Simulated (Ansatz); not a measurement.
CH5FOSSi2 can be A, `FC1O[SiH2]S[SiH2]1`, or B, `F[SiH]([SiH3])OC=S`.

Gas-phase electronic energies from Ansatz, PBE0-D4/def2-TZVP geometries. CBS: MP2 limit from def2 TZ/QZ plus the TZ coupled-cluster correction, frozen cores. Functionals use def2-TZVPP. B3LYP here is the variant with VWN-RPA as its local correlation; programs differ in this. One conformer a species, not always the lowest.

Task: Which isomer does CCSD(T)/CBS put lower? Give the gap. (Best estimate.)

Result: The calculation gave: A, by 31.8 kJ/mol.

Task: Give E(B) − E(A) in kJ/mol with B3LYP, PBE0-D4, CCSD/def2-TZVPP, HF/def2-TZVPP, ωB97M-V, PBE-D4, MP2/def2-TZVPP. (An estimate is asked.)

Result: The calculation gave: B3LYP 12.0, PBE0-D4 46.0, CCSD/def2-TZVPP 29.3, HF/def2-TZVPP 26.8, ωB97M-V 44.8, PBE-D4 30.7, MP2/def2-TZVPP 34.1. None reverses the order clearly.

Largest T1 diagnostic: 0.016.

From PBE to PBE0 (25 % exact exchange), in def2-TZVPP and without D4, E(B) − E(A) moves by +16.5 kJ/mol. The D4 term adds +9.3 kJ/mol with B3LYP and +4.3 kJ/mol with PBE0; it sums over pairs of atoms, weighted by their polarisabilities, and B3LYP, whose exchange is more repulsive, gets the larger term.
